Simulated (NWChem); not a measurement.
Program: NWChem. System: FS, charge 0, spin multiplicity 2, at a geometry optimised with UB3LYP/def2-SVP. The structure started from a generated list of species. Its SCF solution wasn't tested for a lower state. Level: UHF/3-21G.

Job file:

```
start mol
memory heap 200 mb stack 900 mb global 1100 mb
geometry units angstroms nocenter noautoz
  S      0.000000     0.000000     0.586155
  F      0.000000     0.000000    -1.042054
  symmetry group C2v
end
basis spherical
  * library 3-21g
end
scf
  uhf
  nopen 1
  maxiter 100
  thresh 1e-7
  semidirect memsize 60000000 filesize 0
  # guess.movecs holds the orbitals of an unrestricted PBE0 run
  vectors input guess.movecs output mol.movecs
end
task scf energy
```

Output (cleaned and shortened):

```
             Northwest Computational Chemistry Package (NWChem) 7.3.0
             --------------------------------------------------------

                                NWChem Input Module
                                -------------------

 Scaling coordinates for geometry "geometry" by  1.889725989
 (inverse scale =  0.529177249)

 Turning off AUTOSYM since
 SYMMETRY directive was detected!

                             Geometry "geometry" -> ""
                             -------------------------

 Output coordinates in angstroms (scale by  1.889725989 to convert to a.u.)

  No.       Tag          Charge          X              Y              Z
 ---- ---------------- ---------- -------------- -------------- --------------
    1 S                   16.0000     0.00000000     0.00000000     0.58615500
    2 F                    9.0000     0.00000000     0.00000000    -1.04205400

 Effective nuclear repulsion energy (a.u.)      46.8008246214

            Nuclear Dipole moment (a.u.)
            ----------------------------
        X                 Y               Z
 ---------------- ---------------- ----------------
     0.0000000000     0.0000000000    -0.0000113384

      Symmetry information
      --------------------

 Group name             C2v
 Group number             16
 Group order               4
 No. of unique centers     2

      Symmetry unique atoms

     1    2


 Summary of "ao basis" -> "" (spherical)
 ------------------------------------------------------------------------------
       Tag                 Description            Shells   Functions and Types
 ---------------- ------------------------------  ------  ---------------------
 *                           3-21g                    on all atoms

 Summary of "ao basis" -> "ao basis" (spherical)
 ------------------------------------------------------------------------------
       Tag                 Description            Shells   Functions and Types
 ---------------- ------------------------------  ------  ---------------------
 S                           3-21g                   7       13   4s3p
 F                           3-21g                   5        9   3s2p

                                 NWChem SCF Module
                                 -----------------

  ao basis        = "ao basis"
  functions       =    22
  atoms           =     2
  alpha electrons =    13
  beta  electrons =    12
  charge          =   0.00
  wavefunction    = UHF
  use symmetry    = T
  symmetry adapt  = T

 Summary of "ao basis" -> "ao basis" (spherical)
 ------------------------------------------------------------------------------
       Tag                 Description            Shells   Functions and Types
 ---------------- ------------------------------  ------  ---------------------
 S                           3-21g                   7       13   4s3p
 F                           3-21g                   5        9   3s2p

      Symmetry analysis of basis
      --------------------------

        a1         12
        a2          0
        b1          5
        b2          5

 Forming initial guess at       0.0s

   Symmetry analysis of molecular orbitals - initial alpha
   -------------------------------------------------------

  Numbering of irreducible representations:

     1 a1          2 a2          3 b1          4 b2

  Orbital symmetries:

     1 a1          2 a1          3 a1          4 b1          5 a1
     6 b2          7 a1          8 a1          9 a1         10 b1
    11 b2         12 b1         13 b2         14 a1         15 a1
    16 b1         17 a1         18 b2         19 b1         20 b2
    21 a1         22 a1

   Symmetry analysis of molecular orbitals - initial beta
   ------------------------------------------------------

  Numbering of irreducible representations:

     1 a1          2 a2          3 b1          4 b2

  Orbital symmetries:

     1 a1          2 a1          3 a1          4 a1          5 b1
     6 b2          7 a1          8 a1          9 a1         10 b2
    11 b1         12 b2         13 b1         14 a1         15 a1
    16 a1         17 b2         18 b1         19 b2         20 b1
    21 a1         22 a1

 Starting SCF solution at       0.0s

 ----------------------------------------------
         Quadratically convergent UHF

 Convergence threshold     :          1.000E-07
 Maximum no. of iterations :          100
 Integral*density screening:          1.000E-09
 ----------------------------------------------

              iter       energy          gnorm     gmax       time
             ----- ------------------- --------- --------- --------
                 1     -494.3937059625  4.04D-01  1.71D-01      0.1
                 2     -494.4057097654  8.85D-02  2.73D-02      0.1
                 3     -494.4078109244  1.05D-02  4.81D-03      0.1
                 4     -494.4078481407  9.54D-05  4.16D-05      0.1
                 5     -494.4078481423  3.99D-09  2.06D-09      0.1

       Final UHF  results
       ------------------

         Total SCF energy =   -494.407848142251
      One electron energy =   -779.063797146584
      Two electron energy =    237.855124382950
 Nuclear repulsion energy =     46.800824621382

                       Sz =      0.5000
                 Sz(Sz+1) =      0.7500
                      S^2 =      0.7529

        Time for solution =      0.1s

       Symmetry analysis of molecular orbitals - alpha
       -----------------------------------------------

  Numbering of irreducible representations:

     1 a1          2 a2          3 b1          4 b2

  Orbital symmetries:

     1 a1          2 a1          3 a1          4 b1          5 a1
     6 b2          7 a1          8 a1          9 b1         10 b2
    11 a1         12 b1         13 b2         14 a1         15 a1
    16 b1         17 b2         18 a1         19 b1         20 b2
    21 a1         22 a1

       Symmetry analysis of molecular orbitals - beta
       ----------------------------------------------

  Numbering of irreducible representations:

     1 a1          2 a2          3 b1          4 b2

  Orbital symmetries:

     1 a1          2 a1          3 a1          4 a1          5 b2
     6 b1          7 a1          8 a1          9 b2         10 b1
    11 a1         12 b2         13 b1         14 a1         15 a1
    16 b2         17 a1         18 b1         19 b2         20 b1
    21 a1         22 a1

          Final alpha eigenvalues
          -----------------------

              1
    1  -91.4079
    2  -26.1749
    3   -9.0016
    4   -6.6897
    5   -6.6727
    6   -6.6682
    7   -1.5995
    8   -0.9734
    9   -0.6905
   10   -0.6753
   11   -0.6230
   12   -0.4621
   13   -0.4125
   14    0.1260
   15    0.5451
   16    0.6307
   17    0.6685
   18    0.6866
   19    2.2149
   20    2.2252
   21    2.3950
   22    3.6080

          Final beta eigenvalues
          ----------------------

              1
    1  -91.3983
    2  -26.1708
    3   -8.9909
    4   -6.6672
    5   -6.6624
    6   -6.6474
    7   -1.5875
    8   -0.8870
    9   -0.6698
   10   -0.6294
   11   -0.6079
   12   -0.3835
   13   -0.0039
   14    0.1511
   15    0.5693
   16    0.6809
   17    0.6987
   18    0.7169
   19    2.2275
   20    2.2422
   21    2.3934
   22    3.6164

                    UHF Final Alpha Molecular Orbital Analysis
                    ------------------------------------------

 Vector   11  Occ=1.000000D+00  E=-6.230401D-01  Symmetry=a1
              MO Center= -5.7D-14,  6.7D-16, -2.7D-01, r^2= 1.7D+00
   Bfn.  Coefficient  Atom+Function         Bfn.  Coefficient  Atom+Function
  ----- ------------  ---------------      ----- ------------  ---------------
    22      0.484007  2 F  pz                18      0.391571  2 F  pz
     9     -0.349407  1 S  pz                10     -0.308623  1 S  s
     5      0.167330  1 S  pz

 Vector   12  Occ=1.000000D+00  E=-4.621179D-01  Symmetry=b1
              MO Center=  8.9D-15,  7.7D-29,  3.8D-01, r^2= 1.5D+00
   Bfn.  Coefficient  Atom+Function         Bfn.  Coefficient  Atom+Function
  ----- ------------  ---------------      ----- ------------  ---------------
     7      0.600836  1 S  px                11      0.480410  1 S  px
    20     -0.286773  2 F  px                 3     -0.267804  1 S  px
    16     -0.231645  2 F  px

 Vector   13  Occ=1.000000D+00  E=-4.124957D-01  Symmetry=b2
              MO Center=  7.8D-31, -1.4D-16,  4.4D-01, r^2= 1.5D+00
   Bfn.  Coefficient  Atom+Function         Bfn.  Coefficient  Atom+Function
  ----- ------------  ---------------      ----- ------------  ---------------
     8      0.592062  1 S  py                12      0.508460  1 S  py
     4     -0.266795  1 S  py                21     -0.256837  2 F  py
    17     -0.204951  2 F  py

 Vector   14  Occ=0.000000D+00  E= 1.260048D-01  Symmetry=a1
              MO Center=  3.4D-17, -7.7D-18,  2.6D-01, r^2= 2.1D+00
   Bfn.  Coefficient  Atom+Function         Bfn.  Coefficient  Atom+Function
  ----- ------------  ---------------      ----- ------------  ---------------
    13      0.835623  1 S  pz                19      0.536734  2 F  s
    22      0.484273  2 F  pz                 9      0.379065  1 S  pz
    18      0.283700  2 F  pz                10     -0.260477  1 S  s
     5     -0.190397  1 S  pz

 Vector   15  Occ=0.000000D+00  E= 5.450760D-01  Symmetry=a1
              MO Center=  1.4D-16, -9.1D-18,  5.2D-01, r^2= 2.3D+00
   Bfn.  Coefficient  Atom+Function         Bfn.  Coefficient  Atom+Function
  ----- ------------  ---------------      ----- ------------  ---------------
     6      1.850642  1 S  s                 10     -1.859706  1 S  s
     2     -0.353629  1 S  s                 19      0.345816  2 F  s
    13      0.176425  1 S  pz

 Vector   16  Occ=0.000000D+00  E= 6.306618D-01  Symmetry=b1
              MO Center=  1.5D-16, -8.6D-31,  6.2D-01, r^2= 2.5D+00
   Bfn.  Coefficient  Atom+Function         Bfn.  Coefficient  Atom+Function
  ----- ------------  ---------------      ----- ------------  ---------------
    11     -1.226356  1 S  px                 7      1.216117  1 S  px
     3     -0.334174  1 S  px

                     UHF Final Beta Molecular Orbital Analysis
                     -----------------------------------------

 Vector   10  Occ=1.000000D+00  E=-6.293774D-01  Symmetry=b1
              MO Center= -6.6D-16, -2.5D-29, -9.6D-01, r^2= 5.9D-01
   Bfn.  Coefficient  Atom+Function         Bfn.  Coefficient  Atom+Function
  ----- ------------  ---------------      ----- ------------  ---------------
    20      0.592322  2 F  px                16      0.512001  2 F  px

 Vector   11  Occ=1.000000D+00  E=-6.079008D-01  Symmetry=a1
              MO Center=  6.3D-16, -1.9D-15, -8.7D-02, r^2= 1.8D+00
   Bfn.  Coefficient  Atom+Function         Bfn.  Coefficient  Atom+Function
  ----- ------------  ---------------      ----- ------------  ---------------
    22      0.460575  2 F  pz                18      0.375252  2 F  pz
    10     -0.363247  1 S  s                  9     -0.330930  1 S  pz
     6     -0.213794  1 S  s                  2      0.193629  1 S  s
     5      0.159982  1 S  pz                13     -0.151979  1 S  pz

 Vector   12  Occ=1.000000D+00  E=-3.834980D-01  Symmetry=b2
              MO Center=  5.9D-30,  5.2D-16,  4.7D-01, r^2= 1.5D+00
   Bfn.  Coefficient  Atom+Function         Bfn.  Coefficient  Atom+Function
  ----- ------------  ---------------      ----- ------------  ---------------
     8      0.580164  1 S  py                12      0.528399  1 S  py
     4     -0.264023  1 S  py                21     -0.242715  2 F  py
    17     -0.191515  2 F  py

 Vector   13  Occ=0.000000D+00  E=-3.852340D-03  Symmetry=b1
              MO Center= -1.8D-16,  2.6D-30,  5.2D-01, r^2= 1.7D+00
   Bfn.  Coefficient  Atom+Function         Bfn.  Coefficient  Atom+Function
  ----- ------------  ---------------      ----- ------------  ---------------
    11      0.667421  1 S  px                 7      0.446032  1 S  px
     3     -0.229883  1 S  px                20     -0.225338  2 F  px
    16     -0.161816  2 F  px

 Vector   14  Occ=0.000000D+00  E= 1.511473D-01  Symmetry=a1
              MO Center= -7.5D-17,  1.4D-16,  2.7D-01, r^2= 2.1D+00
   Bfn.  Coefficient  Atom+Function         Bfn.  Coefficient  Atom+Function
  ----- ------------  ---------------      ----- ------------  ---------------
    13      0.855126  1 S  pz                19      0.550774  2 F  s
    22      0.465087  2 F  pz                 9      0.363413  1 S  pz
    10     -0.284840  1 S  s                 18      0.271565  2 F  pz
     5     -0.186918  1 S  pz                 6     -0.157877  1 S  s

 Vector   15  Occ=0.000000D+00  E= 5.692510D-01  Symmetry=a1
              MO Center=  1.0D-16, -2.5D-16,  5.4D-01, r^2= 2.3D+00
   Bfn.  Coefficient  Atom+Function         Bfn.  Coefficient  Atom+Function
  ----- ------------  ---------------      ----- ------------  ---------------
     6      1.854209  1 S  s                 10     -1.855131  1 S  s
     2     -0.356697  1 S  s                 19      0.340130  2 F  s
    13      0.164034  1 S  pz

 center of mass
 --------------
 x =   0.00000000 y =   0.00000000 z =  -0.03917966

 moments of inertia (a.u.)
 ------------------
         112.820265570115           0.000000000000           0.000000000000
           0.000000000000         112.820265570115           0.000000000000
           0.000000000000           0.000000000000           0.000000000000

  Mulliken analysis of the total density
  --------------------------------------

    Atom       Charge   Shell Charges
 -----------   ------   -------------------------------------------------------
    1 S   16    15.56   2.00  1.97  5.88  1.09  2.20  0.87  1.56
    2 F    9     9.44   1.98  0.45  2.43  1.56  3.01

  Mulliken analysis of the alpha density
  --------------------------------------

    Atom       Charge   Shell Charges
 -----------   ------   -------------------------------------------------------
    1 S   16     8.26   1.00  0.98  2.95  0.55  1.38  0.43  0.97
    2 F    9     4.74   0.99  0.23  1.24  0.78  1.50

   Mulliken analysis of the beta density
   -------------------------------------

    Atom       Charge   Shell Charges
 -----------   ------   -------------------------------------------------------
    1 S   16     7.30   1.00  0.98  2.93  0.53  0.82  0.43  0.59
    2 F    9     4.70   0.99  0.22  1.20  0.78  1.51

   Mulliken analysis of the spin density
   -------------------------------------

    Atom       Charge   Shell Charges
 -----------   ------   -------------------------------------------------------
    1 S   16     0.97   0.00  0.00  0.02  0.02  0.55  0.00  0.38
    2 F    9     0.03   0.00  0.00  0.04 -0.00 -0.01

       Multipole analysis of the density wrt the origin
       ------------------------------------------------

     L   x y z        total         alpha         beta         nuclear
     -   - - -        -----         -----         ----         -------
     0   0 0 0     -0.000000    -13.000000    -12.000000     25.000000

     1   1 0 0      0.000000      0.000000     -0.000000      0.000000
     1   0 1 0     -0.000000     -0.000000     -0.000000      0.000000
     1   0 0 1      0.620631     -0.187554      0.808197     -0.000011

     2   2 0 0    -11.933513     -7.297746     -4.635767      0.000000
     2   1 1 0     -0.000000     -0.000000     -0.000000      0.000000
     2   1 0 1      0.000000      0.000000     -0.000000      0.000000
     2   0 2 0    -13.866543     -7.349515     -6.517027      0.000000
     2   0 1 1     -0.000000      0.000000     -0.000000      0.000000
     2   0 0 2    -13.301846    -34.973013    -32.859456     54.530623

 Task  times  cpu:        0.1s     wall:        0.1s

 Total times  cpu:        0.1s     wall:        0.1s
```
